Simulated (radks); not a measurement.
Values are calculated unless marked as measured or tabulated.
Ionisation of neutral bromine, [Ar] 3d10 4s2 4p5, to Br+, [Ar] 3d10 4s2 4p4, under several functionals. Scalar-relativistic Kohn-Sham, spin-polarised, spherical densities, finite nucleus; open shells are filled with parallel spins first; a radial shooting solver on a logarithmic mesh with Libxc functionals.

functional	E(Br) (hartree)	Exc (hartree)	IE (eV)	-e(HOMO) (eV)	<r> HOMO (bohr)	IE error (eV)
exchange-only LDA	-2599.93657	-85.52721	10.640	6.338	2.146	-1.174
BP86	-2607.07834	-92.78484	11.999	7.581	2.115	+0.185
MS2 meta-GGA	-2606.44512	-92.12053	11.876	7.547	2.107	+0.062
SOGGA	-2604.41606	-90.08578	11.761	7.365	2.115	-0.053
exchange-only r2SCAN	-2605.13630	-90.75566	10.939	6.744	2.128	-0.875
OLYP	-2607.49867	-93.28460	11.669	7.297	2.123	-0.145

NIST Atomic Spectra Database: 11.814 eV (measured). Closest: SOGGA. The Delta-SCF values span 1.36 eV, the total energies 7.56 hartree. The highest occupied level is 4p. Open shells are spherical and high-spin; term and fine-structure splittings are not resolved.
